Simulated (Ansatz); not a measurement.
`C[N](C)[Zr]([F])([N](C)C)[N](C)C` at its PBE0-D4/def2-TZVP geometry, where that method's forces vanish. The species carries charge 0 and has multiplicity 1. Zr takes the def2 core potential.

```xyz
29

C    -0.6480    2.9407   -0.0868
N    -1.0031    1.5837    0.2557
C    -2.0507    1.5098    1.2380
Zr   -0.0096    0.1568   -0.7995
F    -0.0311    0.5338   -2.7134
N     1.8883    0.0820   -0.0719
C     2.5269    0.7412    1.0353
C     2.7993   -0.7285   -0.8450
N    -0.8893   -1.6281   -0.3781
C    -2.1701   -1.8344   -1.0119
C    -0.4497   -2.7683    0.3800
H    -0.2636    3.4955    0.7819
H    -1.5021    3.5037   -0.4905
H     0.1391    2.9626   -0.8529
H    -1.7544    1.9893    2.1831
H    -2.9685    2.0118    0.8959
H    -2.2963    0.4682    1.4552
H     1.8060    1.3528    1.5817
H     2.9588    0.0178    1.7431
H     3.3469    1.3962    0.7036
H     2.2860   -1.2012   -1.6934
H     3.2372   -1.5395   -0.2444
H     3.6281   -0.1379   -1.2621
H    -2.1579   -2.6901   -1.7028
H    -2.9680   -2.0120   -0.2757
H    -2.4675   -0.9548   -1.5990
H    -0.3630   -3.6682   -0.2477
H    -1.1510   -3.0089    1.1931
H     0.5269   -2.5741    0.8285
```

Q: What forces (eV/Å) does PBE-D4/def2-TZVPP give on these atoms in the Gaussian-basis code of Ansatz? (Estimate.)

A: Ansatz gave: 
```
C1   0.042  0.066 -0.050
N2   0.029 -0.093  0.032
C3  -0.059 -0.033  0.047
Zr4 -0.001  0.016 -0.084
F5  -0.003  0.063 -0.323
N6  -0.088  0.008  0.055
C7   0.010  0.052  0.063
C8   0.026 -0.051 -0.073
N9   0.060  0.055  0.062
C10 -0.069  0.021 -0.058
C11  0.050 -0.049  0.042
H12  0.079  0.133  0.184
H13 -0.184  0.140 -0.084
H14  0.151  0.005 -0.144
H15  0.047  0.106  0.209
H16 -0.209  0.114 -0.056
H17 -0.053 -0.213  0.049
H18 -0.145  0.126  0.116
H19  0.105 -0.144  0.159
H20  0.191  0.143 -0.055
H21 -0.097 -0.093 -0.161
H22  0.107 -0.177  0.123
H23  0.194  0.118 -0.093
H24 -0.013 -0.193 -0.151
H25 -0.181 -0.046  0.151
H26 -0.059  0.168 -0.110
H27  0.017 -0.211 -0.122
H28 -0.146 -0.069  0.177
H29  0.200  0.036  0.095
```
